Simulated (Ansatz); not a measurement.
Start from `C[Si](C)(F)S` and change one atom or group to get `C[Si](C)(F)BF`.

Ansatz, PBE0-D4/def2-TZVP geometries, multiplicity 1. Each molecule was computed in one conformer, which needn't be the lowest.

```tsv
property	`C[Si](C)(F)S`
HOMO energy (PBE/def2-TZVPP) / eV	-6.13
HOMO–LUMO gap (B3LYP/def2-TZVPP) / eV	7.13
HOMO–LUMO gap (PBE0/def2-TZVPP) / eV	7.68
LUMO energy (ωB97M-V/def2-TZVPP) / eV	1.94
size of the dipole moment (ωB97M-V/def2-TZVPP) / D	2.67
size of the dipole moment (B3LYP/def2-TZVPP) / D	2.68
```

Problem. Give the same properties after the change, and the shifts. (Estimate.)

Solution. Ansatz gave: 
| property | `C[Si](C)(F)BF` | shift |
| --- | --- | --- |
| HOMO energy (PBE/def2-TZVPP) / eV | -6.34 | -0.21 |
| HOMO–LUMO gap (B3LYP/def2-TZVPP) / eV | 5.63 | -1.50 |
| HOMO–LUMO gap (PBE0/def2-TZVPP) / eV | 6.03 | -1.65 |
| LUMO energy (ωB97M-V/def2-TZVPP) / eV | 0.31 | -1.63 |
| size of the dipole moment (ωB97M-V/def2-TZVPP) / D | 1.26 | -1.41 |
| size of the dipole moment (B3LYP/def2-TZVPP) / D | 1.26 | -1.42 |

With PBE0 the HOMO falls by 0.31 eV and the LUMO falls by 1.96 eV, so the gap narrows by about 1.65 eV. PBE moves the HOMO by -0.21 eV and ωB97M-V by -0.28 eV. Dipoles are sizes alone; their direction can turn.

B3LYP here is the variant with VWN-RPA as its local correlation; programs differ in this.
